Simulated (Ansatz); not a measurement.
Consider the cleavage of the Si–B bond: `[SiH3][B]1[O][GeH2]1` + `C=C[SiH2]N` → `C=C[SiH2]N[SiH3]` + `[BH]1[O][GeH2]1`.

Program: Ansatz. Geometries: PBE0-D4/def2-TZVP. ΔE: electronic, gas phase. CCSD(T)/CBS is the MP2 limit (def2-TZVPP, def2-QZVPP) plus CCSD(T) − MP2 in def2-TZVPP, frozen cores. Functionals use def2-TZVPP. For Ge outer-core shells are correlated without core-valence functions, which leaves a few kJ/mol of doubt a bond. Scalar relativity is left out up to krypton. Each species was taken in one conformer, which may not be the lowest.

```csv
level,ΔE (kJ/mol)
PBE0-D4,-46.3
r2SCAN,-49.0
HF/def2-TZVPP,-70.5
SCS-MP2/def2-TZVPP,-64.2
CCSD/def2-TZVPP,-58.4
HF/def2-QZVPP,-72.3
HF/CBS(def2),-72.5
MP2/CBS(def2),-63.7
```

**Question.** What does CCSD(T)/CBS give? (Best estimate.)

**Answer.** Ansatz gave: -57.0 kJ/mol. The listed levels differ from it by 10.7, 8.0, -13.5, -7.2, -1.4, -15.3, -15.5, -6.7 kJ/mol.

Largest T1 diagnostic among the species: 0.017.

From PBE to PBE0 (25 % exact exchange), in def2-TZVPP and without D4, ΔE moves by −7.9 kJ/mol. In def2-TZVPP, CCSD(T) changes the Hartree–Fock value by +14.6 kJ/mol (the triples alone add +2.5 kJ/mol) and MP2 by +7.9 kJ/mol.
